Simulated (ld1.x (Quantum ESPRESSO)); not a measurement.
**La: excitation energies, all-electron against TM**

| Property | Result |
| --- | --- |
| Element | La (Z = 57) |
| Generator | ld1.x (Quantum ESPRESSO) 7.5 |
| Type | norm-conserving Troullier–Martins (Kleinman–Bylander form) |
| Functional | PBEsol |
| Relativity | fully relativistic |
| Frozen core | [Kr] 4d10 5s2 |
| Valence charge | 9 |
| Reference configuration | 4f0 5p6 5d1 6s2 6p0 |
| Partial waves | 5p (bound): rc 1.95 bohr; 5d (bound): rc 3.25 bohr; 4f (bound, empty): rc 1.80 bohr; 6s (bound): rc 3.10 bohr |
| Local potential | the s channel |
| Core correction | none |

Open shells are filled in proportion to 2j + 1 (rel_dist='average').

Energies are relative to the spin-unpolarised reference configuration 4f0 5p6 5d1 6s2 6p0; without spin polarisation the order of configurations can differ from experiment.

| valence configuration | charge | ΔE all-electron (eV) | error AE − PS (meV) |
| --- | --- | --- | --- |
| 4f0 5p6 5d1 6s1 6p0 | +1 | 5.999 | +1.4 |
| 4f0 5p6 5d1 6s0 6p0 | +2 | 16.845 | -3.9 |
| 4f0 5p6 5d0 6s0 6p0 | +3 | 35.741 | +23 |
| 4f1 5p6 5d1 6s0 6p0 | +1 | 6.935 | +67 |
| 4f0 5p5 5d1 6s2 6p0 | +1 | 27.059 | -5.2 |
| 4f0 5p6 5d2 6s1 6p0 | 0 | 0.811 | -20 |

Q: What are ΔE and the potential's error for 4f0 5p6 5d1 6s0 6p2?

A: ΔE = 4.881 eV all-electron; the error (AE − PS) is -752 meV.

ld1.x printed “convergence not achieved” for 3 of the counted tests; their residual had stalled under 1e-8, short of the target of 1e-14.
